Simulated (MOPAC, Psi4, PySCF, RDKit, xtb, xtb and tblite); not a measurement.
Two geometries of C8H8O2, SMILES COc1cccc(C=O)c1, relaxed at GFN2-xTB with one dihedral held; other torsions can differ between them too.

Structure A

```
18

C      2.8037     0.7210     0.3802
O      2.1735    -0.5167     0.1500
C      0.8225    -0.5483     0.0171
C      0.2589    -1.8100    -0.1872
C     -1.1048    -1.9491    -0.3297
C     -1.9356    -0.8404    -0.2759
C     -1.3804     0.4146    -0.0776
C     -2.2531     1.6180    -0.0275
O     -2.7604     2.0762     0.9560
C     -0.0062     0.5671     0.0689
H      2.4541     1.1835     1.3085
H      2.6477     1.4131    -0.4536
H      3.8657     0.4979     0.4673
H      0.9172    -2.6631    -0.2257
H     -1.5298    -2.9295    -0.4823
H     -3.0040    -0.9474    -0.3818
H     -2.4120     2.0875    -1.0239
H      0.3932     1.5564     0.2290
```

Structure B

```
18

C      2.8023     0.7322     0.3607
O      2.1718    -0.5081     0.1454
C      0.8200    -0.5409     0.0196
C      0.2588    -1.8050    -0.1875
C     -1.1047    -1.9501    -0.3279
C     -1.9396    -0.8464    -0.2507
C     -1.3902     0.4109    -0.0398
C     -2.2545     1.6115    -0.0263
O     -3.1671     1.8134     0.7267
C     -0.0101     0.5716     0.0643
H      2.4554     1.2043     1.2852
H      2.6435     1.4151    -0.4800
H      3.8646     0.5103     0.4470
H      0.9218    -2.6540    -0.2368
H     -1.5238    -2.9303    -0.4971
H     -3.0089    -0.9517    -0.3469
H     -1.9421     2.3841    -0.7623
H      0.3881     1.5642     0.2083
```

Task: Which is lower in energy at the level B3LYP-D3(BJ)/def2-SVP // GFN2-xTB in Psi4, and by how much?

Result: B is lower, by 12.16 kJ/mol (dihedral C6–C7–C8–O9: 90° in A, 60° in B).

E(B) − E(A) in kJ/mol at the other levels, on the same two geometries: GFN2-xTB (xtb and tblite) -6.88; MMFF94 // GFN2-xTB (RDKit) -10.34; B3LYP/def2-SVP // GFN2-xTB (Psi4) -12.06; PBE/def2-SVP // GFN2-xTB (Psi4) -12.94; PBE-D3(BJ)/def2-SVP // GFN2-xTB (Psi4) -13.00; UFF // GFN2-xTB (RDKit) -11.84; PM7, restricted, heats of formation // GFN2-xTB (MOPAC) 0.00; AM1, restricted, heats of formation // GFN2-xTB (MOPAC) -2.63; GFN1-xTB // GFN2-xTB (xtb) -6.00; restricted B3LYP/6-31G*, spherical d, density fitting // GFN2-xTB (PySCF) -12.78; restricted MP2 (frozen core)/3-21G // GFN2-xTB (PySCF) -12.30; restricted B3LYP/LANL2DZ, density fitting // GFN2-xTB (PySCF) -13.93; restricted Hartree-Fock/6-31G*, spherical d, density fitting // GFN2-xTB (PySCF) -10.04.
